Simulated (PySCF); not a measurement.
Vertical excitations of a molecule C6H6 from TDA-PBE/def2-SVPD (PySCF), as energy in eV (oscillator strength): 4.36 (0.000), 4.80 (0.534), 5.38 (0.260), 5.44 (0.000), 6.18 (0.010), 6.25 (0.002), 6.37 (0.003), 6.45 (0.241), 6.58 (0.009), 6.64 (0.001). Lowest triplet (TDA): 2.58 eV. Coordinates come from a B3LYP-D3(BJ)/def2-SVP optimisation. Other conformers were not sampled.

### Question
Which structure fits?
A) C#C[C@H]1C=CC1
B) C#C/C=C\C=C
C) C#CCC=C=C
D) C#CCC#CC

### Answer
B, C#C/C=C\C=C
